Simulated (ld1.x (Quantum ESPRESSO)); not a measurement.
**Logarithmic derivatives: niobium, ultrasoft**

| Property | Result |
| --- | --- |
| Element | niobium |
| Generator | ld1.x (Quantum ESPRESSO) 7.5 |
| Type | ultrasoft |
| Functional | revPBE |
| Relativity | scalar-relativistic |
| Frozen core | [Ar] 3d10 |
| Valence charge | 13 |
| Reference configuration | 4s2 4p6 4d5 5s0 5p0 |
| Partial waves | 4s (bound): rcut 1.50, rcutus 1.80 bohr; 5s (bound, empty): rcut 1.50, rcutus 1.80 bohr; 4p (bound): rcut 2.15, rcutus 2.35 bohr; 5p (bound, empty): rcut 2.15, rcutus 2.35 bohr; 4d (bound): rcut 2.30, rcutus 2.55 bohr; 4d channel at 0.45 Ry: rcut 2.30, rcutus 2.55 bohr |
| Local potential | all-electron potential smoothed inside 1.55 bohr (lloc = -1) |
| Core correction | none |
| Augmentation charge | built from norm-conserving waves at rcut, not smoothed further |

The phase is arctan(r·u′/u) with u = r·R(r), unwrapped; energies in Ry, scanned from -6 to 5 Ry. A pole is an energy at which the radial function vanishes at the test radius. The pseudo phase is shifted by a multiple of π to meet the all-electron one at the reference energy, and phase errors are pseudo minus all-electron; the curves can meet again beyond the range given. Levels narrower than the energy grid can be missing from the lists of poles.

| channel | radius (bohr) | reference energy (Ry) | poles, all-electron | poles, pseudo | unbroken range about the reference energy with phases within 0.05 rad | phase error 1 Ry above the reference energy (rad) |
| --- | --- | --- | --- | --- | --- | --- |
| s | 2.77 | -0.25 | -4.12, 2.49 | -4.12, -3.39, 3.64 | not even at the reference energy | +0.599 |
| p | 2.77 | -0.06 | -2.31, 3.65 | -2.31, 2.18 | not even at the reference energy | +1.267 |
| d | 2.77 | -0.14 | 0.41 | 0.41, 2.68 | below 1.4 | -0.005 |

A Bessel basis up to 400 Ry misses an occupied level by 1.16 Ry, so cutoffs and ghosts were not judged. Its overlap operator is not positive definite in a basis up to 400 Ry (lowest eigenvalue p -0.55), so the file is unfit for use: the generalised eigenproblem breaks down once the basis is large enough, and its test numbers describe a broken file.

Phases in the s channel:

```tsv
E (Ry)	all-electron	pseudo
-6.00	1.408	4.549
-5.48	1.397	4.537
-4.96	1.381	4.520
-4.44	1.337	4.473
-3.92	-1.725	1.406
-3.40	-1.773	-1.525
-2.88	-1.803	-1.773
-2.36	-1.838	-1.810
-1.84	-1.889	-1.852
-1.32	-1.971	-1.910
-0.80	-2.135	-2.007
-0.28	-2.586	-2.200
0.24	-3.705	-2.711
0.76	-4.322	-3.731
1.28	-4.532	-4.278
1.80	-4.633	-4.483
2.32	-4.696	-4.585
2.84	-4.743	-4.648
3.36	-4.785	-4.692
3.88	-4.829	-4.728
4.40	-4.881	-4.759
4.92	-4.958	-4.790
```
